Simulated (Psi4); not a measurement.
HF2OS, charge +1, singlet, at a GFN2-xTB geometry; Psi4 with CCSD(T)/STO-3G.

The Psi4 input:
```
memory 2 GB

molecule mol {
1 1
  O     1.292238   -0.536346    0.124384
  S    -0.122331   -0.085726    0.462428
  F    -0.980179   -0.706323   -0.735271
  F    -0.164806    1.398706   -0.129337
  H     1.924263   -0.569057   -0.612460
}

set basis sto-3g
set reference rhf
set freeze_core true
set mp2_type conv
set scf_type pk
set puream true
set d_convergence 1e-8

energy('ccsd(t)')
print_variables()
```

Output, abridged:

```
   => Loading Basis Set <=

    Name: STO-3G
    Role: ORBITAL
    Keyword: BASIS

         ---------------------------------------------------------
                                   SCF
               by Justin Turney, Rob Parrish, Andy Simmonett
                          and Daniel G. A. Smith
                              RHF Reference
         ---------------------------------------------------------

  ==> Geometry <==

    Molecular point group: c1
    Full point group: C1

    Geometry (in Angstrom), charge = 1, multiplicity = 1:

       Center              X                  Y                   Z               Mass
    ------------   -----------------  -----------------  -----------------  -----------------
         O            1.327370210784    -0.550845158219     0.127478474964    15.994914619570
         S           -0.087198789216    -0.100225158219     0.465522474964    31.972071174400
         F           -0.945046789216    -0.720822158219    -0.732176525036    18.998403162730
         F           -0.129673789216     1.384206841781    -0.126242525036    18.998403162730
         H            1.959395210784    -0.583556158219    -0.609365525036     1.007825032230

  Running in c1 symmetry.

  Rotational constants: A =      0.26276  B =      0.24964  C =      0.15731 [cm^-1]
  Rotational constants: A =   7877.24456  B =   7484.14827  C =   4716.08852 [MHz]
  Nuclear repulsion =  200.663681280015567

  Charge       = 1
  Multiplicity = 1
  Electrons    = 42
  Nalpha       = 21
  Nbeta        = 21

  ==> Algorithm <==

  SCF Algorithm Type is PK.
  DIIS enabled.
  MOM disabled.
  Fractional occupation disabled.
  Guess Type is SAD.
  Energy threshold   = 1.00e-08
  Density threshold  = 1.00e-08
  Integral threshold = 1.00e-12

  ==> Primary Basis <==

  Basis Set: STO-3G
    Blend: STO-3G
    Number of shells: 15
    Number of basis functions: 25
    Number of Cartesian functions: 25
    Spherical Harmonics?: true
    Max angular momentum: 1

  ==> Integral Setup <==

  Using in-core PK algorithm.
   Calculation information:
      Number of atoms:                   5
      Number of AO shells:              15
      Number of primitives:             45
      Number of atomic orbitals:        25
      Number of basis functions:        25

      Integral cutoff                 1.00e-12
      Number of threads:                 1

  Performing in-core PK
  Using 105950 doubles for integral storage.
  We computed 6487 shell quartets total.
[...]
  @RHF Final Energy:  -663.27836391860626
    Total Energy =                       -663.2783639186061464
[...]
              3   2         0.0120459337

    Largest TIjAb Amplitudes:
      5   5   0   0        -0.0640828768
     12  12   0   0        -0.0599489128
     11  11   0   0        -0.0487125725
      4   4   1   1        -0.0419371116
     11  12   0   2         0.0352103985
     12  11   2   0         0.0352103985
      4   4   3   3        -0.0349105614
     12  12   1   1        -0.0332429543
     11  11   2   2        -0.0330694528
     10  10   2   2        -0.0327769847

    SCF energy       (wfn)                    = -663.278363918606260
    Reference energy (file100)                = -663.278363918606715

    Opposite-spin MP2 correlation energy      =   -0.099703730075654
    Same-spin MP2 correlation energy          =   -0.017065526449921
    Singles MP2 correlation energy            =   -0.000000000000000
    MP2 correlation energy                    =   -0.116769256525575
      * MP2 total energy                      = -663.395133175132287

    Opposite-spin CCSD correlation energy     =   -0.132496077512693
    Same-spin CCSD correlation energy         =   -0.018573493763089
    Singles CCSD correlation energy           =    0.000000000000000
    CCSD correlation energy                   =   -0.151069571275782
      * CCSD total energy                     = -663.429433489882513

            **************************
            *                        *
            *        CCTRIPLES       *
            *                        *
            **************************

    Wave function   =    CCSD_T
    Reference wfn   =      RHF

    Nuclear Rep. energy (wfn)                =  200.663681280015567
    SCF energy          (wfn)                = -663.278363918606260
    Reference energy    (file100)            = -663.278363918606715
    CCSD energy         (file100)            =   -0.151069571275782
    Total CCSD energy   (file100)            = -663.429433489882513

    Number of ijk index combinations:              455
    Approx. words needed per explicit thread:             256
    Number of threads for explicit ijk threading:    1

    MKL num_threads set to 1 for explicit threading.

    (T) energy                                =   -0.006775811744508
      * CCSD(T) total energy                  = -663.436209301627059

  Variable Map:
  ----------------------------------------------------------------------------
[...]
  Array Variable Map:
  ----------------------------------------------------------------------------
[...]
[...]
```
